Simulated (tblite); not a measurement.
Compound: C₆H₁₀FGeN.
Bonds: C1–C2, C2–C3 (aromatic), C3–C4 (aromatic), C4–N5 (aromatic), N5–Ge6, Ge6–C7, C7–F8, N5–C9 (aromatic), C2–C9 (aromatic). Hydrogens: H10, H11, H12 on C1; H13 on C3; H14 on C4; H15, H16 on Ge6; H17, H18 on C7; H19 on C9.

Computed with GFN2-xTB (tblite), gas phase: L-BFGS steps from a force-field or distance-geometry start until the largest atomic force falls under 0.01 eV/Å.

The end geometry, which sets the zero of energy:
```
atom  x, y, z in Å
C1     -3.1173    0.4854    0.6667
C2     -1.7993    0.0054    0.1606
C3     -1.5180   -1.2919   -0.3383
C4     -0.2056   -1.3126   -0.6992
N5      0.3517   -0.0837   -0.4570
Ge6     2.1225    0.3620   -0.6277
C7      3.0459    0.0993    1.1260
F8      2.5984    1.0886    1.9738
C9     -0.6344    0.7111    0.0742
H10    -3.0541    1.5310    0.9578
H11    -3.4298   -0.0996    1.5316
H12    -3.8825    0.3806   -0.1022
H13    -2.2177   -2.1015   -0.4187
H14     0.3864   -2.1030   -1.1244
H15     2.1583    1.8101   -1.0126
H16     2.6740   -0.5446   -1.6920
H17     4.1312    0.2024    1.0625
H18     2.8018   -0.8583    1.5935
H19    -0.4215    1.7286    0.3483
```

Question: These geometries come from the run, each turned onto the end geometry. Order them by energy, lowest first.
A.
```
atom  x, y, z in Å
C1     -3.1595    0.4878    0.6618
C2     -1.8368   -0.0099    0.1564
C3     -1.5757   -1.2573   -0.4693
C4     -0.2453   -1.2738   -0.7796
N5      0.3517   -0.1025   -0.3470
Ge6     2.1322    0.3132   -0.5676
C7      3.1128    0.1283    1.1337
F8      2.6293    0.9977    2.0977
C9     -0.6567    0.6623    0.2252
H10    -3.3302    1.5236    0.3368
H11    -3.2209    0.4755    1.7659
H12    -3.9681   -0.1019    0.2095
H13    -2.2910   -2.0288   -0.6718
H14     0.2816   -2.0805   -1.2616
H15     2.3088    1.7920   -1.0005
H16     2.7393   -0.6460   -1.5889
H17     4.1668    0.3832    0.9346
H18     3.0707   -0.8939    1.5341
H19    -0.5189    1.6403    0.6534
```
B.
```
atom  x, y, z in Å
C1     -3.1318    0.4782    0.6738
C2     -1.8508   -0.0252    0.1467
C3     -1.5760   -1.2391   -0.4596
C4     -0.2333   -1.2530   -0.7755
N5      0.3325   -0.1038   -0.3408
Ge6     2.1383    0.3003   -0.5537
C7      3.0978    0.1308    1.1156
F8      2.6245    1.0064    2.1100
C9     -0.6342    0.6475    0.2146
H10    -3.3365    1.5364    0.3314
H11    -3.2226    0.4784    1.7741
H12    -3.9809   -0.1077    0.1970
H13    -2.2982   -2.0354   -0.6741
H14     0.2811   -2.0919   -1.2675
H15     2.3125    1.8036   -1.0017
H16     2.7430   -0.6482   -1.5927
H17     4.1778    0.3840    0.9297
H18     3.0713   -0.9045    1.5349
H19    -0.5246    1.6523    0.6608
```
C.
```
atom  x, y, z in Å
C1     -3.1050    0.4921    0.6782
C2     -1.7984   -0.0038    0.1559
C3     -1.5473   -1.2657   -0.4374
C4     -0.2290   -1.3002   -0.7793
N5      0.3599   -0.1127   -0.4307
Ge6     2.1257    0.3517   -0.6052
C7      3.0499    0.0953    1.1501
F8      2.5470    1.0454    2.0124
C9     -0.6104    0.6691    0.1445
H10    -3.2326    1.5455    0.4366
H11    -3.1557    0.3859    1.7624
H12    -3.9257   -0.0715    0.2417
H13    -2.2706   -2.0432   -0.5915
H14     0.3461   -2.0690   -1.2631
H15     2.1445    1.8058   -0.9765
H16     2.6859   -0.5392   -1.6783
H17     4.1300    0.2528    1.1005
H18     2.8463   -0.8818    1.5970
H19    -0.3708    1.6528    0.5056
```
D.
```
atom  x, y, z in Å
C1     -3.1663    0.4892    0.6488
C2     -1.8432    0.0007    0.1559
C3     -1.5781   -1.2466   -0.4658
C4     -0.2510   -1.2743   -0.7754
N5      0.3332   -0.1018   -0.3683
Ge6     2.1138    0.3280   -0.5573
C7      3.1401    0.1127    1.1438
F8      2.6262    0.9893    2.0707
C9     -0.6495    0.6686    0.2035
H10    -3.3154    1.5228    0.3434
H11    -3.2206    0.4457    1.7373
H12    -3.9722   -0.1162    0.2417
H13    -2.3003   -2.0167   -0.6661
H14     0.3431   -2.0306   -1.2580
H15     2.2124    1.7518   -1.0211
H16     2.6574   -0.6221   -1.5880
H17     4.1924    0.3699    1.0016
H18     3.0697   -0.8939    1.5627
H19    -0.4016    1.6328    0.6135
```
E.
```
atom  x, y, z in Å
C1     -3.1053    0.4724    0.6924
C2     -1.7871    0.0138    0.1649
C3     -1.5073   -1.2697   -0.3683
C4     -0.2000   -1.2788   -0.7478
N5      0.3575   -0.0553   -0.4801
Ge6     2.1353    0.3705   -0.6342
C7      3.0067    0.0817    1.1418
F8      2.5514    1.0663    1.9910
C9     -0.6237    0.7230    0.0835
H10    -3.1482    1.5585    0.7303
H11    -3.2686    0.0871    1.6992
H12    -3.9087    0.1075    0.0546
H13    -2.2069   -2.0773   -0.4625
H14     0.3889   -2.0549   -1.2037
H15     2.2096    1.8112   -1.0433
H16     2.6870   -0.5605   -1.6770
H17     4.0965    0.1581    1.1178
H18     2.7204   -0.8773    1.5838
H19    -0.4074    1.7328    0.3804
```

Answer: E (0.005 eV), C (0.012 eV), D (0.029 eV), A (0.162 eV), B (0.416 eV).

In the order of the answer:

| step | E above end (eV) | largest force (eV/Å) | rms force component (eV/Å) | rms distance from end (Å) | rms bond change (Å) | bond most changed (Å) |
| --- | --- | --- | --- | --- | --- | --- |
| 105 | 0.005 | 0.03 | 0.012 | 0.124 | 0.001 | C1–H12 -0.001 |
| 51 | 0.012 | 0.03 | 0.009 | 0.244 | 0.001 | C1–H12 -0.003 |
| 11 | 0.029 | 0.11 | 0.039 | 0.291 | 0.002 | N5–Ge6 +0.007 |
| 1 | 0.162 | 0.65 | 0.256 | 0.302 | 0.017 | Ge6–H15 +0.052 |
| 0 | 0.416 | 2.22 | 0.754 | 0.304 | 0.036 | Ge6–H15 +0.079 |

The cost below is that of the whole relaxation. On one thread, Intel Xeon at 2.50 GHz (x86_64), on a shared host, this took 5.2 s wall, 3.2 s CPU.
